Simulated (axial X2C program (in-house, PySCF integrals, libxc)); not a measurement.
## Testing model relations on InF

A bond curve at the CCSD(T) level, 2c, was computed with an in-house all-electron X2C program for linear molecules (integrals from PySCF) (basis In dyall-cv3z [11s12p9d4f1g], F dyall-av3z [7s6p3d2f] (cores contracted in-house)) for the state Ω = 0 (closed shell). Its fit gives Re = 1.9932 Å, ωe = 529.9 cm⁻¹, ωexe = 2.48 cm⁻¹ and αe = 1.847e-03 cm⁻¹; the masses are 114.9039 and 18.9984 u. Two-component means X2C with spin–orbit coupling and atomic mean-field Coulomb and Gaunt terms.

Correlated methods: 20 electrons correlated (number of frozen shells: In 4 s, 3 p, 1 d; F 1 s), 258 virtual spin orbitals or spinors in MP2, 110 natural virtuals in coupled cluster.

**Question.** Find the reduced mass, Be and the force constant.

**Answer.** From the CCSD(T) values: μ = 16.3029 u. Be = 16.8576/(μ Re²) = 0.2603 cm⁻¹. k = 5.8918×10⁻⁷ μ ωe² = 2.7 mdyn/Å.

**Question.** A Morse curve ties αe to the other constants (Pekeris). How well does that hold?

**Answer.** αe(Morse) = 6Be²/ωe × (√(ωexe/Be) − 1) = 1.601e-03 cm⁻¹; the CCSD(T) curve gives 1.847e-03 cm⁻¹, a ratio of 0.87.

**Question.** Give B0, the J = 1←0 line in GHz and the most populated J at 300 K (kT = 208.5 cm⁻¹).

**Answer.** B0 = Be − αe/2 = 0.2594 cm⁻¹; 2B0 = 15.55 GHz; J(max) ≈ √(kT/2B0) − 1/2 = 19.5, so J = 20.

**Question.** Where do the fundamental and the first overtone lie?

**Answer.** ν(1←0) = ωe − 2ωexe = 524.9 cm⁻¹; ν(2←0) = 2ωe − 6ωexe = 1044.9 cm⁻¹.

**Question.** Estimate the centrifugal constant by the Kratzer relation.

**Answer.** D = 4Be³/ωe² = 2.51e-07 cm⁻¹.

The state is one determinant whose occupation by symmetry is held fixed; it was picked as the lowest of a PBE0 search that is not exhaustive. Coupled cluster ran in a truncated set of natural virtual spinors; the MP2 energy of the rest was added. (T) has no such correction and the atoms are truncated less, which lowers De at CCSD(T) by a hundredth of an eV or more.
